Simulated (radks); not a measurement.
The europium ion Eu4+, 59 electrons, occupied as [Xe] 4f5. Method: Dirac Kohn-Sham, PBE, spin-unpolarised, spherical densities, finite nucleus; open shells fill j = l - 1/2 first; Fermi nuclear charge, rms radius 5.1115 fm; computed with a radial shooting solver on a logarithmic mesh with Libxc functionals.

Normalised radial functions P(r) = r R(r) (large component), r in bohr:

r	4d5/2	5p3/2
0.0007966	0.0000	0.0004
0.0009127	0.0000	0.0005
0.001054	0.0000	0.0007
0.001208	0.0000	0.0009
0.001384	0.0000	0.0012
0.001585	0.0000	0.0015
0.001831	0.0000	0.0020
0.002097	0.0000	0.0026
0.002403	0.0001	0.0033
0.002775	0.0001	0.0044
0.003179	0.0002	0.0056
0.003642	0.0002	0.0072
0.004173	0.0003	0.0092
0.004819	0.0005	0.0120
0.005521	0.0008	0.0153
0.006326	0.0011	0.0194
0.007306	0.0017	0.0248
0.00837	0.0025	0.0313
0.009589	0.0036	0.0392
0.01099	0.0052	0.0488
0.01269	0.0078	0.0611
0.01454	0.0112	0.0749
0.01665	0.0160	0.0910
0.01923	0.0233	0.1106
0.02204	0.0330	0.1311
0.02525	0.0463	0.1532
0.02892	0.0644	0.1758
0.0334	0.0902	0.1987
0.03827	0.1227	0.2170
0.04384	0.1646	0.2292
0.05063	0.2209	0.2318
0.05801	0.2865	0.2205
0.06646	0.3640	0.1921
0.07614	0.4517	0.1442
0.08794	0.5513	0.0715
0.1007	0.6439	-0.0152
0.1154	0.7240	-0.1122
0.1333	0.7792	-0.2133
0.1527	0.7856	-0.2906
0.175	0.7303	-0.3318
0.2005	0.5999	-0.3209
0.2315	0.3738	-0.2418
0.2652	0.0842	-0.1057
0.3039	-0.2574	0.0722
0.3509	-0.6360	0.2702
0.4021	-0.9632	0.4225
0.4606	-1.2149	0.4986
0.5278	-1.3562	0.4688
0.6095	-1.3696	0.3140
0.6983	-1.2642	0.0717
0.8	-1.0753	-0.2218
0.9239	-0.8298	-0.5303
1.059	-0.5972	-0.7672
1.213	-0.3945	-0.9141
1.389	-0.2376	-0.9542
1.605	-0.1242	-0.8866
1.838	-0.0598	-0.7458
2.106	-0.0253	-0.5683
2.432	-0.0087	-0.3819
2.787	-0.0027	-0.2350
3.193	-0.0007	-0.1281
3.658	-0.0001	-0.0608
4.224	0.0000	-0.0233
4.84	0.0000	-0.0079

4d5/2: eigenvalue -184.73 eV, 1 radial node at r = 0.275 bohr, <r> = 0.652 bohr, 90 % of the charge inside 0.977 bohr. 5p3/2: eigenvalue -64.588 eV, 3 radial nodes at r = 0.0985, 0.288, 0.723 bohr, <r> = 1.52 bohr, 90 % of the charge inside 2.19 bohr.
